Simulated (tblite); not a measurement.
C₆H₁₁NSi.
SMILES with atom numbers: `[CH2:1]=[C:2]1[CH2:3][N:4]([SiH2:5][CH3:6])[C:7]1=[CH2:8]` (hydrogens: H9, H10 on C1; H11, H12 on C3; H13, H14 on Si5; H15, H16, H17 on C6; H18, H19 on C8)

Computed with GFN2-xTB (tblite), gas phase: L-BFGS steps from a force-field or distance-geometry start until the largest atomic force falls under 0.01 eV/Å.

The end geometry, which sets the zero of energy:
```
atom  x, y, z in Å
C1     -2.6894   -1.4746   -0.7393
C2     -1.5849   -0.8291   -0.4150
C3     -0.1093   -1.1449   -0.4498
N4      0.1256    0.1956    0.0937
Si5     1.5315    1.0769    0.5433
C6      2.9963   -0.0368    0.0941
C7     -1.2374    0.4854    0.1344
C8     -1.9018    1.5636    0.5343
H9     -2.6618   -2.4736   -1.1411
H10    -3.6578   -1.0218   -0.6145
H11     0.3176   -1.3024   -1.4434
H12     0.2084   -1.9536    0.2135
H13     1.5090    1.3555    1.9876
H14     1.5909    2.3384   -0.2099
H15     2.9255   -1.0082    0.5745
H16     3.9301    0.4169    0.4086
H17     3.0570   -0.2019   -0.9777
H18    -2.9742    1.5974    0.4866
H19    -1.3850    2.4265    0.9128
```

Question: These geometries come from the run, each turned onto the end geometry. Order them by energy, lowest first.
A.
```
atom  x, y, z in Å
C1     -2.7321   -1.4703   -0.6821
C2     -1.6059   -0.8468   -0.3873
C3     -0.1615   -1.2551   -0.2330
N4      0.1260    0.1285    0.1572
Si5     1.5380    0.8991    0.7739
C6      3.0367    0.1408   -0.1117
C7     -1.2136    0.5048    0.0290
C8     -1.8479    1.6543    0.2326
H9     -2.7648   -2.5248   -0.9009
H10    -3.6660   -0.9365   -0.7183
H11     0.3426   -1.5757   -1.1493
H12     0.0373   -1.9864    0.5544
H13     1.6527    0.6979    2.2293
H14     1.4239    2.3306    0.4764
H15     3.0982   -0.9381    0.0090
H16     3.9568    0.5617    0.2856
H17     3.0030    0.3532   -1.1781
H18    -2.8912    1.7484   -0.0038
H19    -1.3418    2.5239    0.6097
```
B.
```
atom  x, y, z in Å
C1     -2.4275   -1.3920   -1.0757
C2     -1.5460   -0.8619   -0.2481
C3     -0.3210   -1.3626    0.4718
N4      0.0206    0.0368    0.7550
Si5     1.5912    0.7340    0.9300
C6      2.7706    0.3252   -0.5166
C7     -1.1781    0.4912    0.1830
C8     -1.7472    1.6895    0.1389
H9     -2.4306   -2.4456   -1.3071
H10    -3.1681   -0.7726   -1.5528
H11     0.4021   -1.9110   -0.1357
H12    -0.5303   -1.9287    1.3822
H13     2.1339    0.1252    2.1510
H14     1.3553    2.1755    1.0052
H15     3.1839   -0.6786   -0.4264
H16     3.6102    1.0159   -0.5413
H17     2.2588    0.3941   -1.4755
H18    -2.7161    1.8195   -0.3064
H19    -1.2715    2.5552    0.5612
```
C.
```
atom  x, y, z in Å
C1     -2.7605   -1.4368   -0.7102
C2     -1.6314   -0.8809   -0.3129
C3     -0.2445   -1.3733    0.0211
N4      0.1168    0.0181    0.2991
Si5     1.5603    0.7191    0.9226
C6      3.0047    0.3879   -0.2661
C7     -1.1682    0.4751   -0.0011
C8     -1.7169    1.6842   -0.0067
H9     -2.8465   -2.4983   -0.8711
H10    -3.6404   -0.8420   -0.8854
H11     0.3143   -1.8188   -0.8071
H12    -0.1796   -2.0290    0.8940
H13     1.8652    0.1145    2.2308
H14     1.2935    2.1504    1.0473
H15     3.1527   -0.6750   -0.4377
H16     3.9318    0.7842    0.1371
H17     2.8411    0.8559   -1.2336
H18    -2.7454    1.8130   -0.2876
H19    -1.1568    2.5608    0.2604
```
D.
```
atom  x, y, z in Å
C1     -2.4218   -1.3324   -1.1526
C2     -1.5133   -0.8574   -0.3147
C3     -0.3619   -1.3948    0.4992
N4      0.1263    0.0113    0.5555
Si5     1.6707    0.7636    0.9275
C6      2.8132    0.3369   -0.5270
C7     -1.1517    0.4653    0.1455
C8     -1.8425    1.6085    0.1791
H9     -2.4240   -2.3953   -1.3139
H10    -3.1469   -0.6819   -1.6346
H11     0.3071   -2.0780   -0.0148
H12    -0.6689   -1.7646    1.5009
H13     2.2866    0.1749    2.1186
H14     1.5323    2.2263    1.0350
H15     3.2223   -0.6753   -0.4091
H16     3.6294    1.0672   -0.5849
H17     2.1582    0.3842   -1.4082
H18    -2.8533    1.6793   -0.2055
H19    -1.3716    2.4714    0.5967
```
E.
```
atom  x, y, z in Å
C1     -2.6826   -1.4825   -0.7234
C2     -1.5825   -0.8317   -0.3958
C3     -0.1115   -1.1668   -0.3621
N4      0.1260    0.2020    0.1050
Si5     1.5347    1.0316    0.6396
C6      2.9920   -0.0002    0.0035
C7     -1.2353    0.5072    0.0921
C8     -1.9019    1.6085    0.4183
H9     -2.6532   -2.5020   -1.0681
H10    -3.6512   -1.0202   -0.6526
H11     0.3469   -1.3854   -1.3297
H12     0.1725   -1.9369    0.3602
H13     1.5909    1.1072    2.1107
H14     1.5145    2.3847    0.0705
H15     2.9466   -1.0188    0.3778
H16     3.9362    0.4226    0.3294
H17     3.0096   -0.0487   -1.0820
H18    -2.9716    1.6531    0.3301
H19    -1.3897    2.4856    0.7694
```

Answer: E (0.003 eV), A (0.026 eV), C (0.044 eV), B (0.120 eV), D (0.452 eV).

In the order of the answer:

```
step  E above end (eV)  largest force (eV/Å)  rms force component (eV/Å)  rms distance from end (Å)  rms bond change (Å)  bond most changed (Å)
 155             0.003                  0.03                       0.012                      0.146                0.001         Si5–H13 +0.003
 138             0.026                  0.10                       0.032                      0.389                0.002          Si5–C6 +0.005
 119             0.044                  0.02                       0.006                      0.729                0.003         Si5–H14 -0.009
  23             0.120                  0.11                       0.039                      0.920                0.005          Si5–C6 +0.017
   1             0.452                  0.89                       0.333                      0.955                0.015          N4–Si5 +0.039
```

What follows is the cost of the whole relaxation. Hardware: an Arm Neoverse N1 with one thread, shared host with 64 logical CPUs at a one-minute load of 61. Cost: 2.5 s of wall time.
